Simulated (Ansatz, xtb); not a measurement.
**Ligand exchange: CH3I + SiH3Br → SiH3(CH3) + IBr**

Species: CH3I (methyl iodide) `CI`, singlet; SiH3Br `[SiH3]Br`, singlet; SiH3(CH3), singlet; IBr (iodine monobromide), singlet. The partners trade I for SiH3: C–I and Br–SiH3 bonds give way to C–SiH3 and Br–I.

Shapes, held fixed at every level: PBE0-D4/def2-TZVP. Programs: Ansatz 0.2.0, xtb 6.7.1. The zero-point and thermal change to 298 K, harmonic and unscaled (PBE0-D4/def2-TZVP), is -1.3 kJ/mol.

```
              level                    kind  ΔH(298 K) (kJ/mol)  less CCSD(T)/def2-TZVPP
           GFN0-xTB          semi-empirical               +66.8                    -24.1
      HF/def2-TZVPP            Hartree–Fock               +92.5                     +1.6
  PBE-D4/def2-TZVPP                     GGA               +72.5                    -18.4
BHLYP-D4/def2-TZVPP           global hybrid               +80.5                    -10.4
 wB97X-V/def2-TZVPP  range-separated hybrid               +82.5                     -8.4
  B2PLYP/def2-TZVPP           double hybrid               +83.5                     -7.4
       MP2/def2-SVP     perturbation theory               +91.1                     +0.2
    CCSD/def2-TZVPP   coupled cluster or CI               +90.9                      0.0
 CCSD(T)/def2-TZVPP   coupled cluster or CI               +90.9                      0.0
```

The highest level, CCSD(T)/def2-TZVPP, gives ΔH(298 K) = +90.9 kJ/mol; the levels span +66.8 to +92.5. The column of differences is taken from that level and isn't an error. No measured value is set beside it here. For atoms past krypton def2 sets carry core potentials with scalar relativity. Relativity is left out for Br unless named. Correlated rows may include outer-core shells of Br, I, which these sets cover unevenly.
